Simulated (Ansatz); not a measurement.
Single points on the cluster Rh3.

```yaml
crystal:
  periodic: [false, false, false]
  atoms:
    - {symbol: Rh, position_ang: [0.203981, -0.121234, -1.347980]}
    - {symbol: Rh, position_ang: [0.556950, 1.036943, 0.685974]}
    - {symbol: Rh, position_ang: [-0.760921, -0.915709, 0.662006]}
basis:
  gaussian: {orbitals: def2-TZVP, initial_orbitals: start.molden}
magnetization: {spin_polarized: true, initial_magnetization: 1}
correlation: {method: ccsd_t}
scf: {omitted_lower_state_checks: [starts, cluster_reference]}
output: {orbitals: {seedname: orbitals}}
```

The file start.molden holds the orbitals of an earlier run on this structure, at another level or in another basis.

```sh
$ ansatz run in.yaml --threads 4 --pin off --events-out ev --progress --plain --max-ram 3916MiB
```

Shortened log:

```
Functional definition: HF
1173 factors; integrals over basis functions are off by at most 2.0e-4 eV
mean field evaluation 1: about -8948.2581 eV, gradient 1.6e1 eV
mean field evaluation 2: about -8951.1270 eV, gradient 4.2e0 eV
mean field evaluation 4: about -8952.2501 eV, gradient 2.7e0 eV
mean field evaluation 8: about -8955.0657 eV, gradient 2.8e-1 eV
mean field evaluation 16: about -8955.7860 eV, gradient 5.3e-2 eV
mean field evaluation 32: about -8956.4135 eV, gradient 1.4e0 eV
mean field evaluation 64: about -8956.4795 eV, gradient 3.4e-2 eV
mean field -8956.47959373 eV, -329.1445541496 hartree, gradient 2.1e-6 eV, S^2 3.627835; 0 other end points of the search recorded, 0 dependent functions left out
reference -8956.47959373 eV, -329.1445541496 hartree; 26, 25 occupied and 94, 95 virtual orbitals, 1173 factors
second order -35.12834664 eV of doubles, -0.00000000 eV of singles
cycle   1  -32.30952137 eV  change     2.8e0 eV  update   2.4e-1
cycle   2  -33.59324886 eV  change    -1.3e0 eV  update   9.9e-2
cycle   3  -34.01338627 eV  change   -4.2e-1 eV  update   8.9e-2
cycle   4  -34.14451594 eV  change   -1.3e-1 eV  update   6.3e-2
cycle   5  -34.26388828 eV  change   -1.2e-1 eV  update   4.8e-2
cycle   6  -34.43655839 eV  change   -1.7e-1 eV  update   3.5e-2
cycle   7  -34.50772285 eV  change   -7.1e-2 eV  update   2.5e-2
cycle   8  -34.55347857 eV  change   -4.6e-2 eV  update   2.2e-2
cycle   9  -34.59019317 eV  change   -3.7e-2 eV  update   1.7e-2
cycle  10  -34.59490628 eV  change   -4.7e-3 eV  update   1.3e-2
cycle  11  -34.62196175 eV  change   -2.7e-2 eV  update   1.0e-2
cycle  12  -34.63094559 eV  change   -9.0e-3 eV  update   8.8e-3
cycle  13  -34.64520109 eV  change   -1.4e-2 eV  update   7.8e-3
cycle  14  -34.64719333 eV  change   -2.0e-3 eV  update   7.2e-3
cycle  15  -34.65716763 eV  change   -1.0e-2 eV  update   6.9e-3
cycle  16  -34.65884113 eV  change   -1.7e-3 eV  update   6.7e-3
cycle  17  -34.66595074 eV  change   -7.1e-3 eV  update   6.6e-3
cycle  18  -34.66897270 eV  change   -3.0e-3 eV  update   6.5e-3
[...]
cycle 107  -34.61724842 eV  change   -6.9e-7 eV  update   7.0e-5
cycle 108  -34.61725111 eV  change   -2.7e-6 eV  update   7.0e-5
cycle 109  -34.61725372 eV  change   -2.6e-6 eV  update   7.0e-5
cycle 110  -34.61724915 eV  change    4.6e-6 eV  update   7.0e-5
cycle 111  -34.61725482 eV  change   -5.7e-6 eV  update   7.0e-5
cycle   1  -34.61724679 eV  update   6.6e-5
cycle   2  -34.61725111 eV  change   -4.3e-6 eV  update   6.6e-5
cycle   3  -34.61726250 eV  change   -1.1e-5 eV  update   6.6e-5
cycle   4  -34.61726028 eV  change    2.2e-6 eV  update   6.6e-5
cycle   5  -34.61724533 eV  change    1.5e-5 eV  update   6.6e-5
cycle   6  -34.61723070 eV  change    1.5e-5 eV  update   6.6e-5
cycle   7  -34.61720472 eV  change    2.6e-5 eV  update   6.5e-5
cycle   8  -34.61715475 eV  change    5.0e-5 eV  update   6.3e-5
cycle   9  -34.61709265 eV  change    6.2e-5 eV  update   5.9e-5
cycle  10  -34.61703719 eV  change    5.5e-5 eV  update   5.1e-5
cycle  11  -34.61699816 eV  change    3.9e-5 eV  update   4.5e-5
cycle  12  -34.61698144 eV  change    1.7e-5 eV  update   4.0e-5
perturbative correction -1.58263713 eV, -0.0581608418 hartree
WARN: the results are in doubt because among natural orbitals the method converges to other amplitudes
Total energy: -8992.67921230 eV, -330.4748655950 hartree
In doubt: among natural orbitals the method converges to other amplitudes
Checks for a lower state left out: starts, cluster_reference
```

It took 6.1 min on 4 threads of Arm Neoverse V1 on a shared host, peak host memory 2.1 GiB.

First input, but with `gaussian: {orbitals: def2-SVP, initial_orbitals: start.molden}`, `hamiltonian: {xc: pbe, dispersion: d4}`, `scf: {omitted_lower_state_checks: [starts]}` and without the key `correlation` (abridged; 4.3 s):

```
Functional definition: PBE
mean field evaluation 16: about -9024.4659 eV, gradient 3.5e-6 eV
mean field -9024.46590535 eV, -331.6430050188 hartree, gradient 3.5e-6 eV, S^2 1.778224
Total energy: -9024.60806398 eV, -331.6482292521 hartree
Checks for a lower state left out: starts
```

As the first input, with `gaussian: {orbitals: def2-SVP, initial_orbitals: start.molden}`, `hamiltonian: {xc: pbe0, dispersion: d4}`, `scf: {omitted_lower_state_checks: [starts]}` and without the key `correlation` (abridged; 39 s):

```
Functional definition: PBE0
mean field evaluation 16: about -9019.9917 eV, gradient 1.7e-5 eV
mean field evaluation 32: about -9020.0307 eV, gradient 5.2e-1 eV
mean field evaluation 64: about -9020.0051 eV, gradient 4.5e-2 eV
mean field -9020.06891896 eV, -331.4814187494 hartree, gradient 4.2e-6 eV, S^2 2.011566; 2 other end points of the search recorded, 0 dependent functions left out
Total energy: -9020.18882500 eV, -331.4858252151 hartree
Checks for a lower state left out: starts
```

As the first input, with `hamiltonian: {xc: {name: revPBE}, dispersion: d4}`, `scf: {omitted_lower_state_checks: [starts]}`, `output: {forces: true, orbitals: {seedname: orbitals}}` and without the key `correlation` (abridged; 4.2 s):

```
Functional definition: revPBE
mean field -9030.06157602 eV, -331.8486421233 hartree, gradient 4.6e-6 eV, S^2 1.788219
Total energy: -9030.32107725 eV, -331.8581786175 hartree
Atom 0 force     0.106228    -0.062231    -0.699114 eV/Å
Atom 1 force     0.334121     0.604661     0.355929 eV/Å
Atom 2 force    -0.440349    -0.542430     0.343185 eV/Å
Dipole moment:     0.002345    -0.001388    -0.015476 e Å
Checks for a lower state left out: starts
```

First input, but with `hamiltonian: {xc: {name: r2SCAN0}, dispersion: d4}`, `scf: {omitted_lower_state_checks: [starts]}` and without the key `correlation` (abridged; 50 s):

```
Functional definition: r2SCAN0
mean field evaluation 16: about -9022.5374 eV, gradient 1.7e-1 eV
mean field evaluation 32: about -9022.5731 eV, gradient 6.8e-6 eV
mean field -9022.57311544 eV, -331.5734462727 hartree, gradient 6.8e-6 eV, S^2 2.319237
Total energy: -9022.60580571 eV, -331.5746476180 hartree
Checks for a lower state left out: starts
```

First input, but with `hamiltonian: {xc: pbe}`, `correlation: {method: rpa}`, `scf: {omitted_lower_state_checks: [starts]}` and without the key `output` (abridged; 5.5 s):

```
Functional definition: PBE
mean field -9026.96796590 eV, -331.7349540482 hartree, gradient 1.5e-6 eV, S^2 1.777618
Total energy: -9005.80335501 eV, -330.9571689437 hartree
Checks for a lower state left out: starts
```

The first input with `hamiltonian: {xc: r2scan, dispersion: d4}`, `scf: {omitted_lower_state_checks: [starts]}` and without the key `correlation` (abridged; 21 s):

```
Functional definition: r2SCAN
mean field evaluation 16: about -9027.5965 eV, gradient 6.6e-6 eV
mean field -9027.59650587 eV, -331.7580524662 hartree, gradient 6.6e-6 eV, S^2 1.954335
Total energy: -9027.62021849 eV, -331.7589238889 hartree
Checks for a lower state left out: starts
```

Geometry: r2SCAN-D4/def2-TZVP.

In the def2 sets Rh takes a core potential; there is no spin–orbit coupling. Correlated methods freeze no core orbitals; core or outer-core shells of Rh are correlated, in sets that lack core-valence functions. At CCSD(T)/def2-TZVP the program marks the result for the charge 0 doublet as doubtful (other amplitudes). At CCSD(T)/def2-TZVP T1 of the charge 0 doublet is large (up to 0.127), so the single-reference result is doubtful. At CCSD(T)/def2-TZVP, PBE-D4/def2-SVP, PBE0-D4/def2-SVP, revPBE-D4/def2-TZVP and others the charge 0 doublet is spin-contaminated (final ⟨S²⟩ up to 3.63, 0.75 for a pure state). The geometry of the doublet was relaxed on an unsound state (⟨S²⟩ 1.95, where a pure state has 0.75). The order of the spin states hangs on the level: the quartet lies 0.21 eV below the doublet at revPBE-D4/def2-TZVP, but 0.23 eV above it at r2SCAN0-D4/def2-TZVP. The doublet is doubtful at revPBE-D4/def2-TZVP (⟨S²⟩ 1.79, where a pure state has 0.75). The doublet is doubtful at r2SCAN0-D4/def2-TZVP (⟨S²⟩ 2.32, where a pure state has 0.75). The quartet is doubtful at r2SCAN0-D4/def2-TZVP (⟨S²⟩ 4.15, where a pure state has 3.75). The structure comes from a short search, and lower isomers may exist.
